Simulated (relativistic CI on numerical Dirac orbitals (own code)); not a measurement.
# Sensitivity of the levels of Co17+ to α and to the nuclear radius

Calculated at this level of theory: Dirac-Coulomb-Breit CI, orbitals from a KLI potential per configuration, derivatives by finite differences, unscaled Slater integrals, QED left out (own radial code, finite nucleus).

Configuration list (outside the closed core 1s2): 2s²2p⁶, 2s²2p⁵3s, 2s²2p⁵3p, 2s²2p⁵3d, 2s2p⁶3s, 2s2p⁶3p, 2s2p⁶3d, 2s²2p⁴3s². Levels of other configurations are missing.

With x = (α/α₀)² − 1 an excitation energy changes as ω = ω₀ + qx; K = 2q/ω₀ is the relative enhancement. Terms are leading LS components, so labels can repeat. The field-shift factor is F = δν/δ⟨r²⟩ for the transition from the lowest level.

Lowest level 2s²2p⁶ ¹S0.

| Level | ω₀ (cm⁻¹) | q (cm⁻¹) | F (GHz/fm²) |
| --- | --- | --- | --- |
| 2s²2p⁵3s ³P°2 | 6452451 | -49020 | 31.9 |
| 2s²2p⁵3s ¹P°1 | 6469615 | -47130 | 31.8 |
| 2s²2p⁵3s ³P°0 | 6573265 | 74290 | 31.6 |
| 2s²2p⁵3s ³P°1 | 6583851 | 72480 | 31.6 |
| 2s²2p⁵3p ³S1 | 6713904 | -26460 | 7.83 |
| 2s²2p⁵3p ³D2 | 6742992 | -40920 | 8.41 |
| 2s²2p⁵3p ³D3 | 6759654 | -13800 | 8.31 |
| 2s²2p⁵3p ¹P1 | 6769108 | -20530 | 8.36 |
| 2s²2p⁵3p ³P2 | 6785299 | -13340 | 8.39 |
| 2s²2p⁵3p ³P0 | 6837345 | 26200 | 8.33 |
| 2s²2p⁵3p ³D1 | 6858906 | 79300 | 8.14 |
| 2s²2p⁵3p ³P1 | 6889389 | 104100 | 7.97 |
| 2s²2p⁵3p ³D2 | 6893187 | 108400 | 8.06 |

At this charge energies of transitions that change n are usually good to better than 1 %, and those within a shell (Δn = 0) to a few per cent.

Problem. Which transition from the lowest level has the largest |K|?

Solution. 2s²2p⁵3p ³D2 at 6893187 cm⁻¹, K = 0.0315.
